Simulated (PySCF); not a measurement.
Computed shifts of a molecule C4H8Ge, PBE/pcSseg-1 run with PySCF, GIAO, gas phase, equivalent atoms averaged, in ppm (number of nuclei): ¹³C: 145.9 (2), 143.1 (2). ¹H: 6.78 (2), 6.63 (2), 6.46 (2), 4.84 (2). References: ⁷³Ge against GeH4 (σ = 1614.4 ppm); ¹³C against TMS (σ = 182.0 ppm); ¹H against TMS (σ = 31.49 ppm), references at their B3LYP-D3(BJ)/def2-TZVP geometries, non-relativistic. The structure is a stationary point at r2SCAN-D4/def2-SVP. One conformer was computed; it need not be the lowest.

Task: Identify the compound among the candidates.
A. C=C=[C](C)[GeH3]
B. C=[CH][GeH2][CH]=C
C. CC1=[CH][GeH2][CH2]1
D. C=C/C=[CH]/[GeH3]

Result: B, C=[CH][GeH2][CH]=C
